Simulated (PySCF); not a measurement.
BH₂, SMILES [BH2+], charge +1. Atoms are numbered in the order given.

```xyz
3

B      0.0000     0.0000     0.0000
H      0.0000     0.0000    -1.1774
H      0.0000     0.0000     1.1774
```
Charge +1, spin multiplicity 1.

Coordinates come from a r2SCAN-D4/def2-TZVPD optimisation.

These are PBE0/pcJ-2 (PySCF) values and carry that method's errors.

Isotropic couplings with Fermi-contact, spin-dipole and both spin-orbit terms, one fixed conformer, no vibrational averaging. Isotopes: 11B, 1H.

Question: Estimate the spin–spin coupling constants. (Estimate from the structure and the level; the computed values follow.)

Answer: 
```csv
pair,bonds apart,J (Hz)
B1–H2,1,266.6
B1–H3,1,266.6
H2–H3,2,69.7
```
